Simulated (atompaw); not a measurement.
**phosphorus PAW (atompaw): all-electron and pseudo phase curves**

phosphorus, PAW, made with atompaw 4.2.0.5 (LDA (PW92), scalar-relativistic). Core [Ne], reference 3s2 3p1 (charge +2). Waves: 3s (bound): rc 1.85 bohr; 3s channel at -2 Ry: rc 1.60 bohr; 3p (bound): rc 1.85 bohr; 3p channel at -1.2 Ry: rc 1.85 bohr. Local part: troulliermartins scheme with l = 2 at 0 Ry, radius 1.60 bohr. Core correction: smooth core density matched at 1.80 bohr. Augmentation charge: sinc compensation charge, radius 1.45 bohr; PAW radius 1.85 bohr; waves and projectors: custom rrkj gramschmidtortho.

The phase is arctan(r·u′/u) with u = r·R(r), unwrapped; energies in Ry, scanned from -4 to 5 Ry. A pole is an energy at which the radial function vanishes at the test radius. The pseudo phase is shifted by a multiple of π to meet the all-electron one at the reference energy, and phase errors are pseudo minus all-electron; the curves can meet again beyond the range given. Levels narrower than the energy grid can be missing from the lists of poles.

Problem. For each channel, where are the poles, and over which energies does the pseudopotential scatter like the atom?

Solution.

```csv
channel,radius (bohr),reference energy (Ry),"poles, all-electron","poles, pseudo",unbroken range about the reference energy with phases within 0.05 rad,phase error 1 Ry above the reference energy (rad)
s,1.86,-2.50,0.27,"0.05, 1.56",below 0.4,-0.000
p,1.86,-1.79,1.31,1.30,below 4.8,+0.000
```

Phases in the s channel:

```tsv
E (Ry)	all-electron	pseudo
-4.00	0.881	0.879
-3.52	0.603	0.602
-3.04	0.057	0.057
-2.56	-0.634	-0.634
-2.08	-1.060	-1.060
-1.60	-1.275	-1.276
-1.12	-1.397	-1.398
-0.64	-1.476	-1.479
-0.16	-1.532	-1.542
0.32	-1.575	-1.617
0.80	-1.611	-3.537
1.28	-1.643	-4.675
1.76	-1.674	-4.729
2.24	-1.704	-4.759
2.72	-1.736	-4.782
3.20	-1.771	-4.800
3.68	-1.812	-4.817
4.16	-1.864	-4.833
4.64	-1.932	-4.848
```
